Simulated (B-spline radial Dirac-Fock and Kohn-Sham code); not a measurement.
# Cl 3s: cross section and angular parameters

System: the free chlorine atom, configuration 1s2 2s2 2p6 3s2 3p5; threshold 24.17 eV (orbital energy of the model). Calculated with a radial atomic solver, using Dirac-Hartree-Slater photoionisation with a Latter tail; cross sections with all multipoles, angular parameters from the dipole term and its interference with E2.

Input of the calculation (task.json; shells as n, l, electrons):

```json
{"items": [{
  "Z": 17,
  "q": 0,
  "cfg": [[1, 0, 2], [2, 0, 2], [2, 1, 6], [3, 0, 2], [3, 1, 5]],
  "A": 35,
  "rrms": 3.3654,
  "do": "xps",
  "hv": [56.1, 59.7, 65.7, 66.8, 80, 88.2, 108.0, 115.0, 150, 216.0, 222.0, 244.0, 299.0, 600, 918.0, 1260.0, 1370.0, 1840.0, 1890.0, 2100.0, 2560.0, 4000, 4040.0, 4940.0, 5414.7, 5640.0, 7420.0, 8047.8, 9251.7, 15000],
  "edges": {"K": 2822.0, "L1": 270.0, "L2": 202.0, "L3": 200.0}
}]}
```

Command: `python xray2_run.py task.json out`

For linearly polarised light dσ/dΩ = σ/(4π) [1 + β P₂(cos θ) + (δ + γ cos²θ) sin θ cos φ], with θ from the polarisation vector and φ the angle between the beam and the projection of the electron momentum on the plane normal to the polarisation.

```tsv
hν (eV)	σ (kb)	β	γ
56.1	413	2.000	0.111
59.7	404	2.000	0.127
65.7	385	2.000	0.145
66.8	382	2.000	0.147
80	334	2.000	0.161
88.2	305	2.000	0.159
108	243	2.000	0.141
115	225	2.000	0.132
150	157	2.000	0.085
216	90.6	2.000	0.018
222	86.7	2.000	0.013
244	74.4	2.000	-0.001
299	53.3	2.000	-0.025
600	15.4	2.000	-0.009
918	6.77	2.000	0.091
1260	3.55	2.000	0.212
1370	2.97	2.000	0.251
1840	1.56	2.000	0.411
1890	1.47	2.000	0.427
2100	1.16	2.000	0.494
2560	0.732	2.000	0.629
4000	0.248	2.000	0.987
4040	?	?	?
4940	0.146	2.000	1.182
5414.7	0.115	2.000	1.274
5640	0.104	2.000	1.316
7420	0.0503	2.000	1.621
8047.8	0.0404	2.000	1.718
9251.7	0.0276	2.000	1.893
15000	0.00710	1.999	2.578
```

Q: Give the values at 4040 eV.

A: σ = 0.242 kb, β = 2.000, γ = 0.996. For an s subshell δ is negligible.
